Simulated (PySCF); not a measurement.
Orbital gap (eV) of eight silicon and germanium compounds: PBE beside r2SCAN, computed with PySCF for isolated molecules in the bases named; differences from unrounded values. The eight are the first of their class met in an unordered collection, after screening for sound electronic states; none was chosen by its value. Each molecule has one DFT geometry for both levels.

```tsv
molecule	basis	r2SCAN	PBE	difference
SSi, SMILES [Si]=S (connectivity only; charge and spin as stated), neutral, multiplicity 1	def2-TZVPD	4.10	___	___
CH2FNOSi, SMILES N#CO[SiH2]F	def2-TZVP	6.85	6.13	-0.72
C3H6FNSi, SMILES C#C[C@H](N)[SiH2]F	def2-TZVP	5.03	___	___
trichloro(chlorosilyl)silane (Cl4H2Si2), SMILES Cl[SiH2][Si](Cl)(Cl)Cl	def2-TZVP	5.80	5.24	-0.55
C2H7ClO2Si, SMILES OCC[Si@H](O)Cl	def2-TZVP	6.86	___	___
C₄H₉FSi, SMILES C(=C/CC)(/F)[SiH3]	def2-TZVP	5.39	4.98	-0.41
ClF3H2OSi2, SMILES [SiH2](O[Si](F)(F)F)Cl	def2-TZVP	7.57	6.75	-0.81
C₂H₅FSi₂, SMILES C(#C)[Si@H]([SiH3])F	def2-TZVP	5.37	4.89	-0.48
```

What belongs in the gaps? (Estimate from the structure and the level; the computed values follow.)


- C2H7ClO2Si, SMILES OCC[Si@H](O)Cl, PBE: 5.99
- C2H7ClO2Si, SMILES OCC[Si@H](O)Cl, difference: -0.87
- SSi, SMILES [Si]=S (connectivity only; charge and spin as stated), neutral, multiplicity 1, PBE: 3.77
- SSi, SMILES [Si]=S (connectivity only; charge and spin as stated), neutral, multiplicity 1, difference: -0.33
- C3H6FNSi, SMILES C#C[C@H](N)[SiH2]F, PBE: 4.45
- C3H6FNSi, SMILES C#C[C@H](N)[SiH2]F, difference: -0.58

PBE lies below r2SCAN in 8 and above it in 0 of the eight; the mean signed difference is -0.59 and the largest -0.87 eV.
